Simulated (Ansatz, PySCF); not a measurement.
This PySCF input computes a SVWN5/def2-TZVPD energy:

```python
from pyscf import gto, scf, dft

mol = gto.M(
    atom='''
    O    -0.00000000   -0.00000000   -0.11564266
    H     0.00000000    0.00000000    0.92514126
    ''',
    basis='def2-tzvpd',
    charge=1,
    spin=2,
    symmetry='C2v',
    verbose=4,
)

mf = dft.UKS(mol, xc='svwn').density_fit(auxbasis='def2-universal-jkfit')
mf.grids.level = 3
mf.conv_tol = 1e-9
mf.max_cycle = 100
mf.max_memory = 1500
mf.kernel()
if not mf.converged:
    mf = mf.newton()
    mf.kernel(mf.make_rdm1())
mf.analyze()
```

Q: Write an input for the same energy in Ansatz (an electronic-structure program) and say what it gives.

A: 
Ansatz 0.2 input:
```yaml
crystal:
  periodic: [false, false, false]
  atoms:
    - {symbol: O, position_ang: [-0.00000000, -0.00000000, -0.11564266]}
    - {symbol: H, position_ang: [0.00000000, 0.00000000, 0.92514126]}
basis:
  gaussian:
    orbitals: def2-TZVPD
hamiltonian:
  xc: {name: SVWN5}
total_charge: 1
magnetization: {spin_polarized: true, initial_magnetization: 2}
output: {forces: true}
```
It gives -74.70968 Eh, and PySCF -74.70970 Eh, a difference of 0.02 mEh, from the treatment of integrals and grids.
